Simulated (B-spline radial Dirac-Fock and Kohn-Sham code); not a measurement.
**Photoemission from Ag at 1430 eV, detector at θ = 60°, φ = 180°**

System: the free silver atom, configuration [Kr] 4d10 5s1. Method: Dirac-Hartree-Slater photoionisation with a Latter tail; cross sections with all multipoles, angular parameters from the dipole term and its interference with E2. Computed with a B-spline atomic structure program. Thresholds are tabulated edges, those marked * orbital energies of the model. For linearly polarised light dσ/dΩ = σ/(4π) [1 + β P₂(cos θ) + (δ + γ cos²θ) sin θ cos φ], with θ from the polarisation vector and φ the angle between the beam and the projection of the electron momentum on the plane normal to the polarisation. The dipole factor is 1 + βP₂ and the non-dipole term is the rest of the bracket. Open shells are filled statistically over j.

| subshell | threshold (eV) | σ (kb) | β | γ | δ | dipole factor | non-dipole term | dσ/dΩ (kb/sr) |
| --- | --- | --- | --- | --- | --- | --- | --- | --- |
| 3s | 719.0 | 43.6 | 1.99 | 0.25 | 0.000 | 0.751 | -0.054 | 2.42 |
| 3p1/2 | 603.8 | 59.1 | 1.58 | -0.01 | 0.002 | 0.803 | 0.000 | 3.78 |
| 3p3/2 | 573.0 | 119 | 1.60 | -0.02 | 0.003 | 0.800 | +0.002 | 7.61 |
| 3d3/2 | 374.0 | 110 | 1.23 | 0.24 | 0.055 | 0.846 | -0.099 | 6.55 |
| 3d5/2 | 368.3 | 160 | 1.22 | 0.25 | 0.055 | 0.847 | -0.102 | 9.48 |
| 4s | 97.00 | 9.38 | 1.99 | 0.03 | 0.000 | 0.751 | -0.006 | 0.556 |
| 4p1/2 | 63.70 | 10.2 | 1.68 | -0.01 | 0.000 | 0.790 | +0.002 | 0.645 |
| 4p3/2 | 62.36* | 20.0 | 1.70 | -0.01 | 0.002 | 0.787 | 0.000 | 1.25 |
| 4d3/2 | 11.76* | 9.60 | 1.30 | 0.31 | 0.047 | 0.837 | -0.108 | 0.556 |
| 4d5/2 | 11.13* | 13.7 | 1.28 | 0.32 | 0.048 | 0.840 | -0.110 | 0.795 |
| 5s | 6.67* | 0.293 | 1.99 | 0.01 | 0.000 | 0.751 | -0.002 | 0.0175 |
